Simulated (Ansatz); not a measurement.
The multiplicity is imposed and other spin states were not computed.

These are r2SCAN-D4/def2-SVP in Ansatz (an electronic-structure program) values and carry that method's errors. No frequencies were computed at this level.

Ansatz 0.2 input:
```yaml
crystal:
  periodic: [false, false, false]
  atoms:
    - { symbol: Ag, position_ang: [-0.116401, 0.392448, -0.192363] }
    - { symbol: O, position_ang: [2.381742, 1.558978, 0.746159] }
    - { symbol: C, position_ang: [1.379852, 1.634265, 0.21536] }
    - { symbol: H, position_ang: [-0.617254, -1.083892, -0.04142] }
basis:
  gaussian: { orbitals: def2-svp }
hamiltonian:
  xc: r2scan
  dispersion: d4
relax:
  max_steps: 150
```

Output:

```
Functional definition: r2SCAN
641 factors; their error is unknown
mean field evaluation 1: about -7093.4077 eV, gradient 3.2e1 eV
mean field evaluation 2: about -7087.8769 eV, gradient 6.3e1 eV
mean field evaluation 4: about -7095.6020 eV, gradient 2.1e0 eV
mean field evaluation 8: about -7095.5983 eV, gradient 1.2e-1 eV
mean field -7095.59827752 eV, -260.7584271298 hartree, gradient 1.9e-5 eV, S^2 0.000000; 0 other end points of the search recorded, 0 dependent functions left out
reference -7095.59829381 eV, -260.7584277282 hartree; 17, 17 occupied and 47, 47 virtual orbitals, 641 factors
relax step   1: F+E_penalty+E_count = -7095.61322651 eV  Δ(F+E_penalty+E_count) = +0.000e0 eV  max|allowed force component| = 8.733e-1 eV/Å  Δτ_max = 0.0000 Å  (26 SCF iters, accepted)
these checks for a lower state are left out or cut short: starts, cluster_reference, orbital_swaps, neighbouring_geometries, increment
641 factors; their error is unknown
mean field evaluation 16: about -7095.4917 eV, gradient 9.5e0 eV
mean field -7095.70462591 eV, -260.7623353609 hartree, gradient 2.1e-5 eV, S^2 0.000000; 0 other end points of the search recorded, 0 dependent functions left out
reference -7095.70464199 eV, -260.7623359519 hartree; 17, 17 occupied and 47, 47 virtual orbitals, 641 factors
relax step   2: F+E_penalty+E_count = -7095.71933329 eV  Δ(F+E_penalty+E_count) = -1.061e-1 eV  max|allowed force component| = 9.535e-1 eV/Å  Δτ_max = 0.1408 Å  (35 SCF iters, accepted)
these checks for a lower state are left out or cut short: starts, cluster_reference, orbital_swaps, neighbouring_geometries, increment
641 factors; their error is unknown
mean field -7095.72902620 eV, -260.7632320548 hartree, gradient 1.7e-5 eV, S^2 0.000000; 0 other end points of the search recorded, 0 dependent functions left out
reference -7095.72904190 eV, -260.7632326320 hartree; 17, 17 occupied and 47, 47 virtual orbitals, 641 factors
relax step   3: F+E_penalty+E_count = -7095.74348392 eV  Δ(F+E_penalty+E_count) = -2.415e-2 eV  max|allowed force component| = 2.604e0 eV/Å  Δτ_max = 0.1954 Å  (35 SCF iters, accepted)
these checks for a lower state are left out or cut short: starts, cluster_reference, orbital_swaps, neighbouring_geometries, increment
641 factors; their error is unknown
mean field evaluation 32: about -7093.9418 eV, gradient 2.5e1 eV
mean field -7095.61149637 eV, -260.7589129132 hartree, gradient 7.5e-6 eV, S^2 0.000000; 0 other end points of the search recorded, 0 dependent functions left out
reference -7095.61151219 eV, -260.7589134947 hartree; 17, 17 occupied and 47, 47 virtual orbitals, 641 factors
relax step   4: F+E_penalty+E_count = -7095.62621211 eV  Δ(F+E_penalty+E_count) = +1.173e-1 eV  max|allowed force component| = 3.839e0 eV/Å  Δτ_max = 0.2000 Å  (34 SCF iters, rejected (line search))
these checks for a lower state are left out or cut short: starts, cluster_reference, orbital_swaps, neighbouring_geometries, increment
641 factors; their error is unknown
mean field -7095.80441598 eV, -260.7660025782 hartree, gradient 2.1e-5 eV, S^2 0.000000; 0 other end points of the search recorded, 0 dependent functions left out
reference -7095.80443162 eV, -260.7660031531 hartree; 17, 17 occupied and 47, 47 virtual orbitals, 641 factors
relax step   5: F+E_penalty+E_count = -7095.81891110 eV  Δ(F+E_penalty+E_count) = -7.543e-2 eV  max|allowed force component| = 1.337e0 eV/Å  Δτ_max = 0.0958 Å  (33 SCF iters, accepted)
these checks for a lower state are left out or cut short: starts, cluster_reference, orbital_swaps, neighbouring_geometries, increment
641 factors; their error is unknown
mean field -7095.83246967 eV, -260.7670335323 hartree, gradient 1.1e-5 eV, S^2 0.000000; 0 other end points of the search recorded, 0 dependent functions left out
reference -7095.83248507 eV, -260.7670340985 hartree; 17, 17 occupied and 47, 47 virtual orbitals, 641 factors
relax step   6: F+E_penalty+E_count = -7095.84688324 eV  Δ(F+E_penalty+E_count) = -2.797e-2 eV  max|allowed force component| = 3.335e-1 eV/Å  Δτ_max = 0.0998 Å  (34 SCF iters, accepted)
these checks for a lower state are left out or cut short: starts, cluster_reference, orbital_swaps, neighbouring_geometries, increment
641 factors; their error is unknown
mean field -7095.84242325 eV, -260.7673993198 hartree, gradient 1.3e-5 eV, S^2 0.000000; 0 other end points of the search recorded, 0 dependent functions left out
reference -7095.84243856 eV, -260.7673998823 hartree; 17, 17 occupied and 47, 47 virtual orbitals, 641 factors
relax step   7: F+E_penalty+E_count = -7095.85683887 eV  Δ(F+E_penalty+E_count) = -9.956e-3 eV  max|allowed force component| = 6.064e-2 eV/Å  Δτ_max = 0.0981 Å  (33 SCF iters, accepted)
these checks for a lower state are left out or cut short: starts, cluster_reference, orbital_swaps, neighbouring_geometries, increment
641 factors; their error is unknown
mean field evaluation 64: about -7095.8549 eV, gradient 2.0e-1 eV
mean field -7095.84246752 eV, -260.7674009467 hartree, gradient 1.5e-5 eV, S^2 0.000000; 0 other end points of the search recorded, 0 dependent functions left out
reference -7095.84248283 eV, -260.7674015093 hartree; 17, 17 occupied and 47, 47 virtual orbitals, 641 factors
relax step   8: F+E_penalty+E_count = -7095.85688535 eV  Δ(F+E_penalty+E_count) = -4.649e-5 eV  max|allowed force component| = 5.386e-2 eV/Å  Δτ_max = 0.0016 Å  (30 SCF iters, accepted)
these checks for a lower state are left out or cut short: starts, cluster_reference, orbital_swaps, neighbouring_geometries, increment
641 factors; their error is unknown
mean field -7095.82585992 eV, -260.7667906286 hartree, gradient 1.2e-5 eV, S^2 0.000000; 0 other end points of the search recorded, 0 dependent functions left out
reference -7095.82587524 eV, -260.7667911915 hartree; 17, 17 occupied and 47, 47 virtual orbitals, 641 factors
relax step   9: F+E_penalty+E_count = -7095.84025815 eV  Δ(F+E_penalty+E_count) = +1.663e-2 eV  max|allowed force component| = 1.390e0 eV/Å  Δτ_max = 0.0911 Å  (33 SCF iters, rejected (line search))
these checks for a lower state are left out or cut short: starts, cluster_reference, orbital_swaps, neighbouring_geometries, increment
641 factors; their error is unknown
mean field -7095.84364097 eV, -260.7674440700 hartree, gradient 2.0e-5 eV, S^2 0.000000; 0 other end points of the search recorded, 0 dependent functions left out
reference -7095.84365628 eV, -260.7674446325 hartree; 17, 17 occupied and 47, 47 virtual orbitals, 641 factors
relax step  10: F+E_penalty+E_count = -7095.85804572 eV  Δ(F+E_penalty+E_count) = -1.160e-3 eV  max|allowed force component| = 2.502e-2 eV/Å  Δτ_max = 0.0368 Å  (30 SCF iters, accepted)
these checks for a lower state are left out or cut short: starts, cluster_reference, orbital_swaps, neighbouring_geometries, increment
641 factors; their error is unknown
mean field -7095.84350819 eV, -260.7674391907 hartree, gradient 1.5e-5 eV, S^2 0.000000; 0 other end points of the search recorded, 0 dependent functions left out
reference -7095.84352350 eV, -260.7674397530 hartree; 17, 17 occupied and 47, 47 virtual orbitals, 641 factors
relax step  11: F+E_penalty+E_count = -7095.85791324 eV  Δ(F+E_penalty+E_count) = +1.325e-4 eV  max|allowed force component| = 1.037e-1 eV/Å  Δτ_max = 0.0101 Å  (29 SCF iters, rejected (line search))
these checks for a lower state are left out or cut short: starts, cluster_reference, orbital_swaps, neighbouring_geometries, increment
641 factors; their error is unknown
mean field evaluation 96: about -7095.8437 eV, gradient 2.1e-5 eV
mean field -7095.84372012 eV, -260.7674469789 hartree, gradient 1.5e-5 eV, S^2 0.000000; 0 other end points of the search recorded, 0 dependent functions left out
reference -7095.84373543 eV, -260.7674475413 hartree; 17, 17 occupied and 47, 47 virtual orbitals, 641 factors
relax step  12: F+E_penalty+E_count = -7095.85812668 eV  Δ(F+E_penalty+E_count) = -8.096e-5 eV  max|allowed force component| = 1.510e-2 eV/Å  Δτ_max = 0.0049 Å  (29 SCF iters, accepted)
these checks for a lower state are left out or cut short: starts, cluster_reference, orbital_swaps, neighbouring_geometries, increment
641 factors; their error is unknown
mean field -7095.84378594 eV, -260.7674493975 hartree, gradient 2.1e-5 eV, S^2 0.000000; 0 other end points of the search recorded, 0 dependent functions left out
reference -7095.84380124 eV, -260.7674499599 hartree; 17, 17 occupied and 47, 47 virtual orbitals, 641 factors
relax step  13: F+E_penalty+E_count = -7095.85819263 eV  Δ(F+E_penalty+E_count) = -6.596e-5 eV  max|allowed force component| = 1.296e-3 eV/Å  Δτ_max = 0.0094 Å  (28 SCF iters, accepted)
641 factors; their error is unknown
mean field -7095.84378594 eV, -260.7674493975 hartree, gradient 2.0e-5 eV, S^2 0.000000; 1 other end points of the search recorded, 0 dependent functions left out
reference -7095.84380124 eV, -260.7674499599 hartree; 17, 17 occupied and 47, 47 virtual orbitals, 641 factors
Total energy: -7095.85820793 eV, -260.7679793961 hartree
Atom 0 at     0.101966     0.042660     0.011790 Å, force     0.000501    -0.000582     0.000465 eV/Å
Atom 1 at     2.421713     2.115156     0.611660 Å, force     0.000196     0.001296    -0.000297 eV/Å
Atom 2 at     1.589231     1.377855     0.394359 Å, force    -0.000249    -0.001233     0.000242 eV/Å
Atom 3 at    -1.084971    -1.033871    -0.290074 Å, force    -0.000448     0.000519    -0.000410 eV/Å
Dipole moment:     0.557636     0.505096     0.142030 e Å
```

Cost: roughly 40 core-seconds.
